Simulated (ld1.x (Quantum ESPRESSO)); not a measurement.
What the settings do to the TM potential of Sn

Base potential:

Sn (Z = 50), norm-conserving Troullier–Martins (Kleinman–Bylander form), made with ld1.x (Quantum ESPRESSO) 7.5 (PBE, scalar-relativistic). Core [Kr], reference 4d10 5s2 5p2. Waves: 5s (bound): rc 1.65 bohr; 5p (bound): rc 1.80 bohr; 4d (bound): rc 0.90 bohr. Local part: all-electron potential smoothed inside 1.55 bohr (lloc = -1). Core correction: none.

All-electron outer shells of the reference configuration (PBE, scalar-relativistic, ld1.x):

```csv
shell,level (eV),outermost node (bohr),outermost maximum (bohr)
4s,-133.93,0.40,0.74
4p,-89.70,0.41,0.79
4d,-25.84,0.39,0.88
5s,-10.55,0.98,2.01
5p,-3.69,1.09,2.55
```

Cutoffs, loose and tight: the cutoffs (Ry, on a coarse ladder) from which the occupation-weighted sum of valence levels, in a spherical-Bessel basis at the reference potential, stays within 10 and 1 mRy of its value at 400 Ry. They do not see the model core or the augmentation charge, which bear on the density cutoff. Test errors are all-electron minus pseudo excitation energies from the reference, over the configurations 4d10 5s2 5p1; 4d10 5s2 5p0; 4d10 5s1 5p0; 4d10 5s1 5p2; 4d10 5s1 5p3; 4d10 5s0 5p0; 4d10 5s2 5p1.5. A dash means not determined; rows that change the core or the reference have their own tests. The largest error is taken over the tests solved by every variant that gives reliable tests at all: 4d10 5s0 5p0; 4d10 5s1 5p3; 4d10 5s2 5p1; 4d10 5s2 5p1.5.

A true bound ghost makes a file unfit for plane-wave use even where its test errors are small: the radial tests pick states by their node count and pass the ghost by. Where a test does run into it, the solver fails or the error is huge.

| change | outcome | cutoff, loose | cutoff, tight | bound ghosts | largest test error (meV) |
| --- | --- | --- | --- | --- | --- |
| base | generated | 160 Ry | 300 Ry | s | +137 |
| all radii scaled by about 1.13 (s 1.86, p 2.04, d 1.02 bohr); local potential all-electron potential smoothed inside 1.76 bohr (lloc = -1) | generated | 110 Ry | 140 Ry | s | +127 |
| all radii scaled by about 1.37 (s 2.26, p 2.46, d 1.24 bohr); local potential all-electron potential smoothed inside 2.12 bohr (lloc = -1) | generated | 100 Ry | 160 Ry | none | +119 |

(1) What comes out with this change to the base: all radii scaled by about 0.80 (s 1.32, p 1.44, d 0.72 bohr); local potential all-electron potential smoothed inside 1.24 bohr (lloc = -1)?

(2) What comes out with this change to the base: all radii scaled by about 1.22 (s 2.00, p 2.20, d 1.10 bohr); local potential all-electron potential smoothed inside 1.88 bohr (lloc = -1)?

(3) What comes out with this change to the base: all radii scaled by about 0.92 (s 1.52, p 1.66, d 0.82 bohr); local potential all-electron potential smoothed inside 1.42 bohr (lloc = -1)?

## Answers

(1) outcome: generated; cutoff, loose: over 300 Ry; cutoff, tight: over 300 Ry; bound ghosts: p, s; largest test error (meV): +178.

(2) outcome: generated; cutoff, loose: 100 Ry; cutoff, tight: 160 Ry; bound ghosts: s; largest test error (meV): +129.

(3) outcome: generated; cutoff, loose: 230 Ry; cutoff, tight: over 300 Ry; bound ghosts: s, p; largest test error (meV): +155.

Reading the sweep of the scale of all radii (base = 1) (base included, trends over the rows without a ghost): Bound ghosts are found at 0.8, 0.92, 1, 1.13, 1.22.
